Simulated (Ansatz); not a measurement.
Born–Oppenheimer molecular dynamics of C4H4Se (9 atoms, charge 0, multiplicity 1). It starts at the highest image of a converged band. Of that band: Neighbouring images differ by up to 2.3 eV, so the band resolves the path poorly. A vibrational analysis at the climbing image gives one clearly imaginary mode, 1613i cm⁻¹: a first-order saddle point.

The calculation used RHF/def2-SVP in Ansatz.

```
ensemble                      : NVE (velocity Verlet)
time step                     : 0.5 fs
steps asked                   : 200
starting velocities drawn for : 100 K
seed                          : 10013
```

First frame:

```xyz
9
Properties=species:S:1:pos:R:3
C -0.071 -2.046 0.369
C 0.806 -1.109 -0.103
C 0.064 0.106 -0.159
C -0.260 1.313 -0.316
Se -0.975 2.893 -0.723
H -0.901 -0.521 0.277
H 0.305 -3.070 0.487
H 1.849 -1.180 -0.399
H -0.729 3.566 0.550
```

Q: How far do the bonds stretch over the last three quarters of this one trajectory? (Pairs bonded in most of those frames.)

A: 
| bond | mean (Å) | spread (Å) | shortest | longest |
| --- | --- | --- | --- | --- |
| C1–C2 | 1.407 | 0.023 | 1.37 | 1.45 |
| C1–H7 | 1.102 | 0.011 | 1.08 | 1.13 |
| C2–C3 | 1.399 | 0.019 | 1.37 | 1.43 |
| C2–H8 | 1.090 | 0.013 | 1.07 | 1.11 |
| C3–C4 | 1.360 | 0.036 | 1.27 | 1.41 |
| C3–H6 | 1.098 | 0.015 | 1.07 | 1.13 |
| C4–Se5 | 1.773 | 0.049 | 1.69 | 1.86 |
| Se5–H9 | 1.465 | 0.012 | 1.44 | 1.49 |

Mean temperature of the second half: 619 K. The conserved energy stayed within 0.047 meV per atom of its start (net change -0.001 meV per atom), so the integration is sound. The system heated up, since it started high on the potential surface and ran downhill. A run of 0.1 ps of so small a system gives no equilibrium averages. The orbitals stay closed-shell, which can raise the energy where a bond breaks towards radicals; this wasn't checked here.

The run took 5 min on 2 threads of Arm Neoverse V1, with other jobs on the host, peak memory 0.3 GiB.
